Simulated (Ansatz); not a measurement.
Gas-phase electronic energies from Ansatz, PBE0-D4/def2-TZVP geometries. CCSD(T)/CBS adds triple-zeta CCSD(T) − MP2 to the extrapolated MP2 energy (def2 sets, frozen cores). This one scheme is used for every species. DFT in def2-TZVPP. B3LYP here is the variant with VWN-RPA as its local correlation; programs differ in this. Each species was taken in one conformer, which may not be the lowest.

Consider the ligand exchange at the Si–C bond: `C[SiH](N)CO` + silanol → `C[SiH](N)O[SiH3]` + CH₃OH.

| level | ΔE (kJ/mol) | difference from CCSD(T)/CBS |
| --- | --- | --- |
| PBE-D4 | -122.6 | 18.5 |
| r2SCAN-D4 | -137.4 | 3.7 |
| B3LYP-D4 | -142.4 | -1.3 |
| ωB97M-V | -137.1 | 4.0 |
| B2PLYP | -143.5 | -2.4 |
| PBE | -122.3 | 18.8 |
| PBE0 | -130.9 | 10.2 |
| B3LYP | -142.0 | -0.9 |
| HF/def2-TZVPP | -167.8 | -26.7 |
| MP2/def2-TZVPP | -141.8 | -0.7 |
| SCS-MP2/def2-TZVPP | -146.3 | -5.2 |
| CCSD(T)/def2-TZVPP | -140.4 | 0.7 |
| SCS-MP2/def2-QZVPP | -147.4 | -6.3 |
| HF/CBS(def2) | -170.5 | -29.4 |
| MP2/CBS(def2) | -142.5 | -1.4 |
| CCSD/CBS(def2) | -145.0 | -3.9 |
| CCSD(T)/CBS | -141.1 | 0 |

Largest T1 diagnostic among the species: 0.011.

From PBE to PBE0 (25 % exact exchange), in def2-TZVPP and without D4, ΔE moves by −8.6 kJ/mol. In def2-TZVPP, CCSD(T) changes the Hartree–Fock value by +27.3 kJ/mol (the triples alone add +4.0 kJ/mol) and MP2 by +25.9 kJ/mol.

CCSD(T)/CBS has its own doubt, a few kJ/mol and more with outer-core shells, so smaller differences from it don't rank the levels.
